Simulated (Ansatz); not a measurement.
Nb4N4⁺, relaxed as a doublet with UKS r2SCAN-D4/def2-SVP in Ansatz, starting from the r2SCAN-D4/def2-SVP geometry of the neutral singlet. Force threshold 0.02 eV/Å.

In the def2 sets Nb takes a core potential; there is no spin–orbit coupling. The structure comes from a short search, and lower isomers may exist.

Start:

| atom | x (Å) | y (Å) | z (Å) |
| --- | --- | --- | --- |
| Nb1 | 1.656 | 1.311 | 0.052 |
| Nb2 | -0.966 | 1.301 | 0.039 |
| Nb3 | -0.058 | -0.369 | 1.681 |
| Nb4 | -1.649 | -1.064 | -0.605 |
| N5 | 0.556 | 0.818 | -1.452 |
| N6 | -0.865 | -1.879 | 0.875 |
| N7 | -0.464 | 0.049 | -1.698 |
| N8 | 1.791 | -0.167 | 1.108 |

```tsv
step	energy (eV)	largest force component (eV/Å)	SCF passes
1	-12152.7995	0.902	71
2	-12152.8404	0.752	53
3	-12152.8692	0.260	43
4	-12152.8730	0.087	45
5	-12152.8735	0.026	40
6 (rejected)	-12152.8724	0.102	45
7	-12152.8737	0.012	39
```

Force components are those of the run's own axes.

End:

```xyz
8

Nb    1.662    1.286    0.055
Nb   -0.969    1.331    0.007
Nb   -0.079   -0.361    1.702
Nb   -1.606   -1.121   -0.610
N     0.550    0.845   -1.450
N    -0.851   -1.863    0.905
N    -0.465    0.089   -1.673
N     1.757   -0.206    1.063
```

By distances, no bond broke or formed. The bond that changes most is Nb2–N7, from 2.20 to 2.15 Å (atoms count from 1).

No frequencies were taken in this run, so the end may be a saddle point.

Hardware: 4 threads of Arm Neoverse V2 on a shared host. Wall time 1.7 min.
